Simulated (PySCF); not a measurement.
Job file and geometry (Å, from GFN2-xTB) of an NMR shielding run on `[B@@H-](C(C)(C)CCF)([NH3+])F`, C5H14BF2N, GIAO PBE0/pcSseg-1 NMR shielding, non-relativistic, gas phase (PySCF); density fitting, a coarse starting grid and PySCF grid level 2 are the driver's defaults:

```
$ OMP_NUM_THREADS=1 python probes_run.py task.json out

{"job": {"kind": "nmr", "xc": "PBE0", "basis": "pcSseg-1"}, "charge": 0, "multiplicity": 1}
C     -0.695479     1.157001    -1.394531
C     -0.102902     0.537777    -0.122092
C      0.108048     1.675362     0.891549
C     -1.132117    -0.426448     0.499107
C     -1.500200    -1.615359    -0.377111
F     -2.069289    -2.608843     0.400484
B      1.336230    -0.163717    -0.506416
N      1.920255    -0.915256     0.860125
F      2.330115     0.782700    -0.737660
H     -1.650834     1.640327    -1.191987
H     -0.007699     1.900064    -1.788696
H     -0.840281     0.399589    -2.159825
H      0.896675     2.338098     0.545702
H      0.382409     1.293222     1.875998
H     -0.803002     2.260589     1.011510
H     -2.044906     0.126899     0.737856
H     -0.748798    -0.821299     1.444900
H     -2.239992    -1.360584    -1.139208
H     -0.621892    -2.062970    -0.848009
H      1.331035    -0.983150    -1.370493
H      2.870200    -1.212349     0.659294
H      1.934410    -0.209779     1.591705
H      1.343259    -1.704890     1.127878
```

Task: What does the program print?

Result: 
```
coarse grid: 18432 points
cycle   1  E = -477.5592018424  dE =  7.680e-01  |g| = 7.668e-01  |ddm| = 3.922e+00
cycle   2  E = -477.5027810826  dE =  5.642e-02  |g| = 1.023e+00  |ddm| = 1.827e+00
cycle   3  E = -477.6785053946  dE = -1.757e-01  |g| = 8.706e-02  |ddm| = 1.088e+00
cycle   4  E = -477.6796859867  dE = -1.181e-03  |g| = 4.092e-02  |ddm| = 1.019e-01
cycle   5  E = -477.6800291071  dE = -3.431e-04  |g| = 8.117e-03  |ddm| = 4.337e-02
cycle   6  E = -477.6800429314  dE = -1.382e-05  |g| = 2.748e-03  |ddm| = 9.946e-03
cycle   7  E = -477.6800445884  dE = -1.657e-06  |g| = 4.362e-04  |ddm| = 2.522e-03
final grid: 176656 points
cycle   8  E = -477.7406773310  dE = -1.141e-04  |g| = 1.142e-02  |ddm| = 5.635e-02
cycle   9  E = -477.7406644595  dE =  1.287e-05  |g| = 1.400e-02  |ddm| = 2.345e-02
cycle  10  E = -477.7407078075  dE = -4.335e-05  |g| = 1.409e-03  |ddm| = 1.253e-02
cycle  11  E = -477.7407081106  dE = -3.031e-07  |g| = 3.923e-04  |ddm| = 1.431e-03
cycle  12  E = -477.7407081329  dE = -2.232e-08  |g| = 9.296e-05  |ddm| = 3.025e-04
cycle  13  E = -477.7407081344  dE = -1.509e-09  |g| = 3.173e-05  |ddm| = 8.373e-05
cycle  14  E = -477.7407081346  dE = -1.892e-10  |g| = 5.160e-06  |ddm| = 3.068e-05
converged SCF energy = -477.7407081346

GIAO shielding tensors (ppm)
atom      isotropic    diamagn.    paramagn.     s11        s22        s33       span
  0 C      160.212     247.746     -87.534    138.424    157.047    185.165     46.741
  1 C      162.944     249.102     -86.158    159.058    159.509    170.265     11.207
  2 C      160.143     249.327     -89.184    142.955    149.184    188.289     45.334
  3 C      138.696     249.784    -111.088    113.268    132.493    170.327     57.059
  4 C      101.708     245.285    -143.577     60.600     80.484    164.040    103.440
  5 F      417.950     470.493     -52.542    386.009    407.783    460.059     74.050
  6 B      101.121     185.973     -84.852     89.396    102.479    111.489     22.092
  7 N      217.251     319.357    -102.107    206.341    214.760    230.650     24.309
  8 F      391.601     469.343     -77.742    336.185    356.459    482.159    145.974
  9 H       31.322      31.869      -0.546     27.975     28.552     37.440      9.465
 10 H       30.474      31.166      -0.693     25.961     28.714     36.746     10.785
 11 H       30.880      31.969      -1.089     26.459     29.001     37.182     10.723
 12 H       30.220      31.870      -1.650     25.612     28.713     36.335     10.723
 13 H       31.471      33.228      -1.757     27.153     29.927     37.332     10.179
 14 H       31.097      31.987      -0.890     27.331     29.117     36.843      9.512
 15 H       29.863      32.884      -3.021     26.526     29.549     33.515      6.989
 16 H       30.805      34.732      -3.927     27.678     30.545     34.192      6.515
 17 H       26.869      29.960      -3.091     21.711     29.088     29.809      8.098
 18 H       26.703      31.096      -4.393     21.475     27.563     31.069      9.594
 19 H       28.269      32.193      -3.925     26.307     28.292     30.208      3.901
 20 H       28.905      28.215       0.690     23.184     24.353     39.180     15.996
 21 H       28.617      31.976      -3.360     22.241     28.079     35.529     13.288
 22 H       28.841      31.766      -2.924     21.380     27.283     37.861     16.480
```

Size and cost of the density-fitted run: 223 basis functions, 42 s wall time on 1 thread of an Arm Neoverse V2, shared host; peak memory 1.1 GiB.
